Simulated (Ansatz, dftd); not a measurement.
Reaction: CH6OSi (methoxysilane, SMILES CO[SiH3]) → CH5OSi (SMILES CO[SiH2], doublet) + H (doublet) (the H-Si bond breaks)
Each species at its own B3LYP-D3(BJ)/def2-TZVP minimum (Ansatz, a quantum-chemistry and plane-wave program).

Wanted: bond dissociation energy (electronic), in kJ/mol. Radicals and triplets start from unrestricted determinants; spin-orbit coupling is neglected. Cores are frozen in correlated methods. Rows without X2C or -DK are non-relativistic. CBS(X,Y): correlation extrapolated as X^-3, Hartree-Fock from the larger set. A bracket is a step between two methods taken in the basis named. The functionals are non-relativistic, so their misses hold any scalar relativity. Double hybrids freeze cores in their MP2 part. '+ core + X2C': CCSD(T) terms for core correlation (cc-pwCVTZ, 1s frozen past Ne) and scalar relativity (cc-pVTZ-DK). For partners of very few electrons the exact lower level stands in for a higher one.

```csv
level,program,bond dissociation energy (kJ/mol),difference against the last row
PBE-D4/def2-TZVPD,Ansatz + dftd4,377.5,-31.5
PBE/def2-TZVPD,Ansatz,376.8,-32.2
PBE0-D4/def2-TZVPD,Ansatz + dftd4,384.8,-24.2
B2PLYP-D4/def2-TZVPD,Ansatz + dftd4,397.0,-12.0
CCSD/cc-pV(D+d)Z,Ansatz,392.3,-16.7
CCSD(T)/cc-pV(T+d)Z,Ansatz,403.3,-5.7
"CCSD(T)/CBS(cc-pV(T+d)Z,cc-pV(Q+d)Z) + core + X2C",Ansatz,409.3,0.3
CCSDT(Q)/cc-pV(D+d)Z,Ansatz,391.6,-17.4
"CCSD(T)/CBS(cc-pV(T+d)Z,cc-pV(Q+d)Z) + [CCSDT(Q) - CCSD(T)]/cc-pV(D+d)Z + core + X2C",Ansatz,409.0,0.0
```
